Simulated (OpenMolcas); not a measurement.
# Ru5+ in a point-charge field

Ru5+ among 6 point charges of -1.7 e arranged as a tetragonal octahedron (D4h), 2.03 Å from the ion, with the axial distance 2.071 Å.
```
   2.0300    0.0000    0.0000  -1.70
   0.0000    2.0300    0.0000  -1.70
  -2.0300    0.0000    0.0000  -1.70
   0.0000   -2.0300    0.0000  -1.70
   0.0000    0.0000    2.0706  -1.70
   0.0000    0.0000   -2.0706  -1.70
```

- Program: OpenMolcas 26.06
- Method: SS-CASPT2, IPEA 0.25 Eh, imaginary shift 0.1 Eh (closed shells correlated: 4s 4p)
- Basis: ANO-RCC-VDZP [6s5p3d1f]
- Scalar Hamiltonian: DKH2, point nucleus
- Active space: 3 electrons in 5 orbitals (4d)
- State averaging: 2S+1 = 4 even, 10 roots; 2S+1 = 2 even, 40 roots
- Spin-orbit coupling: RASSI with atomic mean-field integrals over the reference wave functions

The lowest spin-free states (labels of D4, the rotations of D4h), above the lowest:

| State | Degeneracy | E (cm-1) | Free-ion L (%) |
| --- | --- | --- | --- |
| 4B1 | 1 | 0 | F (100) |
| 4E | 2 | 4740 | F (100) |
| 4B2 | 1 | 5090 | F (100) |
| 4A2 | 1 | 7830 | F (96) |
| 4E | 2 | 8180 | F (98) |
| 2A1 | 1 | 16440 | G (76) |
| 2B1 | 1 | 16630 | G (76) |
| 2E | 2 | 17220 | G (69) |
| 2A2 | 1 | 17290 | G (67) |
| 4A2 | 1 | 18060 | P (96) |
| 4E | 2 | 18720 | P (98) |
| 2A1 | 1 | 18970 | G (100) |
| 2B2 | 1 | 19960 | G (84) |
| 2E | 2 | 19990 | G (86) |
| 2E | 2 | 22760 | H (66) |
| 2B2 | 1 | 22780 | H (75) |
| 2A2 | 1 | 23240 | H (59) |
| 2E | 2 | 23390 | H (58) |
| 2B1 | 1 | 24410 | H (56) |
| 2A1 | 1 | 24730 | H (55) |

The lowest levels with spin-orbit coupling:

```csv
E (cm-1),Degeneracy,Label,2S+1,g
0,2,E3/2,4,1.05 2.47 2.47
33,2,E1/2,4,0.16 0.16 3.73
4470,2,E3/2,4,1.70 2.18 2.18
4570,2,E1/2,4,2.21 2.41 2.41
4980,2,E3/2,4,1.31 1.31 2.03
5490,2,E3/2,4,0.28 3.07 3.07
5740,2,E1/2,4,0.39 3.27 3.27
5960,2,E1/2,4,0.71 0.71 6.70
7970,2,E3/2,4,0.91 1.07 1.07
8670,2,E1/2,4,1.49 2.85 2.85
8960,2,E3/2,4,2.38 2.38 4.25
9840,2,E1/2,4,1.93 1.93 3.19
9860,2,E3/2,4,2.43 3.34 3.34
10440,2,E1/2,4,4.67 4.67 4.81
16790,2,E1/2,2,0.48 0.48 2.56
16900,2,E3/2,2,0.33 2.64 2.64
17100,2,E3/2,2 (51 %),1.18 1.18 3.44
17230,2,E1/2,2 (57 %),0.17 1.00 1.00
17340,2,E1/2,2 (57 %),2.30 2.30 2.71
18370,2,E1/2,4 (53 %),0.47 0.70 0.70
```

Powder χT (cm3 K/mol): 0.438 at 2 K, 0.523 at 10 K, 0.669 at 50 K, 0.701 at 100 K, 0.741 at 200 K, 0.777 at 300 K. The effective moment at 300 K is 2.828 √(χT) = 2.49 μB.

The lowest level has 2S+1 = 4, for which the spin-only value is χT = S(S+1) / 2 = 1.875 cm3 K/mol (g = 2). The computed 0.777 at 300 K differs by -1.098, through orbital momentum, spin-orbit coupling and any other state in reach.

Free-ion shares, where given, are those of the reference states; single-state CASPT2 does not remix them. Point charges carry no covalency, so the field is a model and not that of real ligands. No measured value stands beside these numbers.
